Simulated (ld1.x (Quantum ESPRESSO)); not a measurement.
**Which change was made? (K, TM)**

* Element: K (Z = 19)
* Generator: ld1.x (Quantum ESPRESSO) 7.5
* Type: norm-conserving Troullier–Martins (Kleinman–Bylander form)
* Functional: LDA (PZ)
* Relativity: scalar-relativistic
* Frozen core: [Ne]
* Valence charge: 9
* Reference configuration: 3s2 3p6 4s1 4p0
* Partial waves: 3s (bound): rc 1.90 bohr; 3p (bound): rc 1.45 bohr; 3d channel at 0.35 Ry: rc 1.65 bohr
* Local potential: all-electron potential smoothed inside 1.80 bohr (lloc = -2)
* Core correction: none

Occupied shells without a wave of their own: 4s. They enter only through the test configuration that unscreens the potential.

Cutoffs, loose and tight: the cutoffs (Ry, on a coarse ladder) from which the occupation-weighted sum of valence levels, in a spherical-Bessel basis at the reference potential, stays within 10 and 1 mRy of its value at 400 Ry. They do not see the model core or the augmentation charge, which bear on the density cutoff. Test errors are all-electron minus pseudo excitation energies from the reference, over the configurations 3s2 3p6 4s0 4p0; 3s2 3p6 4s0.5 4p0; 3s2 3p6 4s0 4p1; 3s1 3p6 4s1 4p0; 3s2 3p5 4s1 4p0 (two spin-polarised tests are not counted in the largest error); variants that change the core or the reference have their own tests.

The base gives: outcome: generated, misses its reference levels by 0.30 eV; cutoff, loose: 40 Ry; cutoff, tight: 55 Ry; bound ghosts: none; largest test error (meV): -506.

On the changes marked as counting shells twice: ld1.x takes every shell without a wave as core, so the model core holds the marked electrons as well and exchange and correlation see them twice. This cancels in the reference configuration, but the file is broken for other ones, and its errors say nothing about a proper core correction.

**Question.** After one change the result is: outcome: generated, misses its reference levels by 0.15 eV; cutoff, loose: 40 Ry; cutoff, tight: 55 Ry; bound ghosts: none; largest test error (meV): -255. Which change was it?
A. core correction full core density, not smoothed (it rises at the typed radius of 1.66 bohr, so ld1.x skipped the fit) (4s counted twice)
B. wave 3s (bound): rc 1.90 bohr becomes 3s (bound): rc 1.38 bohr
C. core [Ar], valence charge 1; reference 4s1 4p0; waves now 4s (bound): rc 3.00 bohr; 4p (bound): rc 3.25 bohr; 3d channel at 0.35 Ry: rc 2.60 bohr; local potential all-electron potential smoothed inside 2.05 bohr (lloc = -1)
D. local potential the s channel
E. local potential all-electron potential smoothed inside 1.60 bohr (lloc = -2)

**Answer.** D. The others give: wave 3s (bound): rc 1.90 bohr becomes 3s (bound): rc 1.38 bohr → outcome: generated, misses its reference levels by 0.33 eV; cutoff, loose: 60 Ry; cutoff, tight: 90 Ry; bound ghosts: none; largest test error (meV): -581 | core correction full core density, not smoothed (it rises at the typed radius of 1.66 bohr, so ld1.x skipped the fit) (4s counted twice) → outcome: generated, misses its reference levels by 0.30 eV; cutoff, loose: 40 Ry; cutoff, tight: 55 Ry; bound ghosts: none; largest test error (meV): -749 | local potential all-electron potential smoothed inside 1.60 bohr (lloc = -2) → outcome: generated; cutoff, loose: 40 Ry; cutoff, tight: 55 Ry; bound ghosts: none; largest test error (meV): -97 | core [Ar], valence charge 1; reference 4s1 4p0; waves now 4s (bound): rc 3.00 bohr; 4p (bound): rc 3.25 bohr; 3d channel at 0.35 Ry: rc 2.60 bohr; local potential all-electron potential smoothed inside 2.05 bohr (lloc = -1) → outcome: generated; cutoff, loose: 6 Ry; cutoff, tight: 8 Ry; bound ghosts: s; largest test error (meV): +57.
